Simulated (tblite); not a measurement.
Species: C₆H₁₂N₂Si.
SMILES with atom numbers: `[CH:1]#[C:2][C@@:3]([CH3:4])(/[CH:5]=[N:6]\[CH3:7])[NH:8][SiH3:9]` (hydrogens: H10 on C1; H11, H12, H13 on C4; H14 on C5; H15, H16, H17 on C7; H18 on N8; H19, H20, H21 on Si9)

Computed with GFN2-xTB (tblite), gas phase: L-BFGS steps from a force-field or distance-geometry start until the largest atomic force falls under 0.01 eV/Å.

Step 39: E = -720.1377 eV
```
atom  x, y, z in Å  |  force x, y, z in eV/Å
C1     -0.6219   -2.1450    0.9809   -0.007   0.000  -0.047
C2     -0.2680   -1.2577    0.2587   -0.008   0.019  -0.022
C3      0.1449   -0.1802   -0.6280    0.026   0.030   0.015
C4      0.9702   -0.7705   -1.7853    0.004  -0.022  -0.026
C5     -1.0856    0.5082   -1.2326    0.008  -0.096  -0.022
N6     -2.1140    0.9614   -0.6839    0.009   0.038  -0.018
C7     -2.3577    0.8881    0.7227    0.009  -0.005   0.013
N8      0.9022    0.8193    0.1101    0.028   0.040  -0.012
Si9     2.0854    0.5252    1.3243   -0.045  -0.001   0.009
H10    -0.9370   -2.9312    1.6004    0.024   0.016   0.008
H11     1.8472   -1.2904   -1.4099    0.015   0.021   0.077
H12     0.3656   -1.4729   -2.3526   -0.033  -0.059  -0.027
H13     1.2938    0.0296   -2.4485    0.032   0.014   0.009
H14    -1.0320    0.6332   -2.3109   -0.043   0.021   0.005
H15    -2.9656    0.0046    0.9169   -0.038  -0.042   0.013
H16    -2.9415    1.7656    0.9976    0.000   0.046   0.019
H17    -1.4525    0.8268    1.3290    0.049   0.003   0.047
H18     0.9194    1.6991   -0.3827    0.023  -0.008   0.013
H19     1.4682    0.5004    2.6562   -0.062  -0.034  -0.014
H20     3.0059    1.6595    1.2315    0.004  -0.024  -0.021
H21     2.7642   -0.7562    1.1056    0.006   0.043  -0.020
```

Step 40: E = -720.1395 eV
```
atom  x, y, z in Å  |  force x, y, z in eV/Å
C1     -0.6122   -2.1461    0.9828   -0.013  -0.004  -0.052
C2     -0.2676   -1.2575    0.2577    0.011   0.012  -0.034
C3      0.1443   -0.1813   -0.6316    0.026   0.041   0.032
C4      0.9694   -0.7710   -1.7893   -0.028  -0.015  -0.014
C5     -1.0886    0.5044   -1.2354    0.025  -0.076  -0.009
N6     -2.1132    0.9613   -0.6824    0.016   0.046  -0.039
C7     -2.3492    0.8927    0.7255    0.000  -0.010  -0.009
N8      0.9037    0.8182    0.1048    0.024   0.048  -0.013
Si9     2.0788    0.5239    1.3278   -0.085   0.016   0.008
H10    -0.9230   -2.9343    1.6023    0.023   0.024   0.008
H11     1.8445   -1.2940   -1.4119   -0.007   0.034   0.040
H12     0.3576   -1.4678   -2.3559   -0.001  -0.080  -0.034
H13     1.2915    0.0309   -2.4522    0.045  -0.011   0.029
H14    -1.0395    0.6264   -2.3145   -0.045   0.013   0.015
H15    -2.9651    0.0146    0.9182   -0.033  -0.052   0.042
H16    -2.9268    1.7742    1.0012    0.017   0.046   0.026
H17    -1.4405    0.8238    1.3266    0.023   0.006   0.047
H18     0.9235    1.6960   -0.3923    0.034  -0.020   0.030
H19     1.4482    0.4894    2.6539   -0.058  -0.031  -0.019
H20     2.9891    1.6666    1.2475    0.012  -0.023  -0.023
H21     2.7664   -0.7534    1.1165    0.014   0.037  -0.033
```

Step 41: E = -720.1414 eV
```
atom  x, y, z in Å  |  force x, y, z in eV/Å
C1     -0.6022   -2.1470    0.9836   -0.017  -0.010  -0.050
C2     -0.2667   -1.2562    0.2570    0.033   0.000  -0.042
C3      0.1443   -0.1818   -0.6352    0.013   0.035   0.028
C4      0.9683   -0.7723   -1.7939   -0.052  -0.005   0.007
C5     -1.0921    0.4994   -1.2378    0.031  -0.023   0.008
N6     -2.1121    0.9624   -0.6808    0.026   0.033  -0.037
C7     -2.3407    0.8978    0.7289   -0.007  -0.014  -0.025
N8      0.9075    0.8174    0.0976    0.004   0.036  -0.011
Si9     2.0710    0.5226    1.3317   -0.107   0.029   0.008
H10    -0.9080   -2.9369    1.6037    0.021   0.034   0.005
H11     1.8417   -1.2967   -1.4117   -0.033   0.039  -0.005
H12     0.3507   -1.4648   -2.3607    0.041  -0.083  -0.025
H13     1.2909    0.0316   -2.4554    0.050  -0.040   0.044
H14    -1.0498    0.6192   -2.3174   -0.035  -0.001   0.018
H15    -2.9651    0.0245    0.9200   -0.013  -0.036   0.064
H16    -2.9119    1.7839    1.0061    0.044   0.025   0.027
H17    -1.4279    0.8205    1.3247   -0.024   0.011   0.038
H18     0.9276    1.6936   -0.4019    0.047  -0.014   0.036
H19     1.4245    0.4763    2.6505   -0.050  -0.026  -0.025
H20     2.9718    1.6734    1.2629    0.013  -0.027  -0.019
H21     2.7692   -0.7500    1.1277    0.016   0.037  -0.043
```

Problem. Estimate the geometry and energy of step 42. (The exact step hangs on the optimiser's Hessian estimate; all steps are aligned on step 41, rigid shifts and turns removed.)

Solution. E = -720.1434 eV, largest force 0.102 eV/Å
```
atom  x, y, z in Å  |  force x, y, z in eV/Å
C1     -0.5941   -2.1475    0.9827   -0.019  -0.015  -0.043
C2     -0.2650   -1.2541    0.2564    0.050  -0.012  -0.045
C3      0.1447   -0.1814   -0.6384   -0.009   0.015   0.004
C4      0.9669   -0.7743   -1.7979   -0.055   0.004   0.027
C5     -1.0952    0.4947   -1.2392    0.025   0.044   0.019
N6     -2.1108    0.9646   -0.6793    0.027   0.005  -0.014
C7     -2.3340    0.9022    0.7320   -0.010  -0.014  -0.027
N8      0.9128    0.8170    0.0898   -0.027   0.012  -0.006
Si9     2.0630    0.5217    1.3353   -0.097   0.030   0.006
H10    -0.8947   -2.9384    1.6043    0.018   0.039   0.002
H11     1.8390   -1.2977   -1.4097   -0.050   0.031  -0.040
H12     0.3468   -1.4649   -2.3660    0.076  -0.067  -0.004
H13     1.2925    0.0308   -2.4573    0.043  -0.061   0.047
H14    -1.0609    0.6130   -2.3192   -0.013  -0.016   0.013
H15    -2.9655    0.0324    0.9223    0.014  -0.005   0.072
H16    -2.8990    1.7929    1.0115    0.068  -0.004   0.021
H17    -1.4177    0.8177    1.3238   -0.069   0.015   0.024
H18     0.9310    1.6927   -0.4093    0.056   0.008   0.028
H19     1.4012    0.4636    2.6463   -0.042  -0.018  -0.028
H20     2.9576    1.6784    1.2746    0.007  -0.032  -0.009
H21     2.7723   -0.7464    1.1367    0.009   0.045  -0.047
```

The energy changes by -0.0020 eV. The first-order estimate −F·Δx gives -0.0027 eV and the mean of the old and new forces, exact on a quadratic surface, -0.0020 eV. The step makes an angle of 79° with the force vector and moves no atom by more than 0.027 Å.

The cost below is that of the whole relaxation. On Intel Xeon at 2.50 GHz, one thread (shared host), this took 4.4 s wall, 3.8 s CPU.
